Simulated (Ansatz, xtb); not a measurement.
Relative energy of two isomers of C7H5FS

We compare I, `C#Cc1cc(C)sc1F`, a singlet, with II, `CC#Cc1csc(F)c1`, a singlet. Both are isolated molecules in the gas phase, relaxed with PBE-D3(BJ)/def2-SVP.

Task: Estimate which is lower in electronic energy at CCSD(T)/def2-SVP + ΔMP2/def2-TZVPP, and by roughly how much.

Result: The CCSD(T)/def2-SVP + ΔMP2/def2-TZVPP calculation puts structure II lower, by 0.120 eV.

The same difference at several levels:

```json
{"level": "GFN2-xTB", "geometry": "GFN2-xTB", "E(II) − E(I) (eV)": "−0.207", "departure from the last row (eV)": "−0.087", "job, with rough time for the two": "optimisation, 0.13 s"}
{"level": "HF/STO-3G", "geometry": "GFN2-xTB", "E(II) − E(I) (eV)": "−0.134", "departure from the last row (eV)": "−0.014", "job, with rough time for the two": "single point, 0.4 s"}
{"level": "r2SCAN-D4/def2-SVP", "geometry": "GFN2-xTB", "E(II) − E(I) (eV)": "−0.171", "departure from the last row (eV)": "−0.051", "job, with rough time for the two": "single point, 3.5 s"}
{"level": "PBE-D3(BJ)/def2-SVP", "geometry": "PBE-D3(BJ)/def2-SVP", "E(II) − E(I) (eV)": "−0.176", "departure from the last row (eV)": "−0.056", "job, with rough time for the two": "optimisation, 20 s"}
{"level": "HF/def2-SVP", "geometry": "PBE-D3(BJ)/def2-SVP", "E(II) − E(I) (eV)": "−0.178", "departure from the last row (eV)": "−0.058", "job, with rough time for the two": "part of the CCSD(T) run"}
{"level": "MP2/def2-SVP", "geometry": "PBE-D3(BJ)/def2-SVP", "E(II) − E(I) (eV)": "−0.098", "departure from the last row (eV)": "+0.023", "job, with rough time for the two": "part of the CCSD(T) run"}
{"level": "CCSD(T)/def2-SVP", "geometry": "PBE-D3(BJ)/def2-SVP", "E(II) − E(I) (eV)": "−0.093", "departure from the last row (eV)": "+0.027", "job, with rough time for the two": "single point"}
{"level": "CCSD(T)/def2-SVP + ΔMP2/def2-TZVPP", "geometry": "PBE-D3(BJ)/def2-SVP", "E(II) − E(I) (eV)": "−0.120", "departure from the last row (eV)": "", "job, with rough time for the two": "single point, 94 s"}
```

As drawn, both hold the same kinds of bond in the same numbers.

None of the levels shown reverses the order. The largest departure from CCSD(T)/def2-SVP + ΔMP2/def2-TZVPP is that of GFN2-xTB, 0.087 eV. A small imaginary or near-zero mode remains, so no thermal terms are given. The last row adds to CCSD(T) the change of the MP2 difference between the two basis sets, here −0.027 eV.

The correlated steps freeze 13 core orbitals. Codes used: Ansatz 0.2.0, xtb 6.7.1; the last row on 4 threads of Arm Neoverse V2 on a shared host.
